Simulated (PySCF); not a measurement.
Geometry:
```tsv
atom	x (Å)	y (Å)	z (Å)
C1	-2.436	-0.099	0.324
C2	-1.167	-0.719	-0.231
F3	-1.044	-0.366	-1.574
Si4	0.421	-0.105	0.658
C5	0.601	1.773	0.268
O6	-0.163	2.615	0.660
O7	1.622	-0.940	-0.141
C8	2.905	-0.760	0.095
O9	3.346	-0.028	0.926
H10	-3.295	-0.399	-0.272
H11	-2.364	0.985	0.309
H12	-2.581	-0.427	1.348
H13	-1.248	-1.812	-0.237
H14	0.425	-0.397	2.084
H15	1.451	2.066	-0.386
H16	3.520	-1.380	-0.576
```

Rapidly exchanging positions averaged, single conformer, isolated molecule, non-relativistic Hamiltonian. σ from GIAO-PBE0/pcSseg-1; coordinates at the GFN2-xTB level; PySCF.

Q: List the cross peaks expected in HSQC, COSY and HMBC spectra.

A: 

HSQC (one-bond C–H):
| δH | δC |
| --- | --- |
| 12.16 (H15) | 244.7 (C5) |
| 8.42 (H16) | 166.7 (C8) |
| 5.20 (H13) | 89.0 (C2) |
| 1.50 (H10/H11/H12) | 17.4 (C1) |

COSY cross peaks (H two or three bonds apart, from the bond graph; peaks can be absent where the dihedral angle is near 90°):
| δH | δH |
| --- | --- |
| 12.16 (H15) | 4.83 (H14) |
| 5.20 (H13) | 4.83 (H14) |
| 5.20 (H13) | 1.50 (H10/H11/H12) |

HMBC (two and three bonds, from the bond graph):
| δH | δC |
| --- | --- |
| 12.16 (H15) | 89.0 (C2) |
| 5.20 (H13) | 244.7 (C5), 17.4 (C1) |
| 4.83 (H14) | 244.7 (C5), 166.7 (C8), 89.0 (C2), 17.4 (C1) |
| 1.50 (H10/H11/H12) | 89.0 (C2) |

Scale: 1H (31.72 ppm) and 13C (186.93 ppm) against TMS (reference shieldings calculated alike).

Shifts are as computed. Against solution values, carbons near 30 ppm lie about +3 ppm off and those near 130 ppm about +5 ppm. Of 1309 compounds with measured shifts, 239 miss one by over three times the rms of a fit or turn the order of signals round; such compounds aren't used in these exercises.
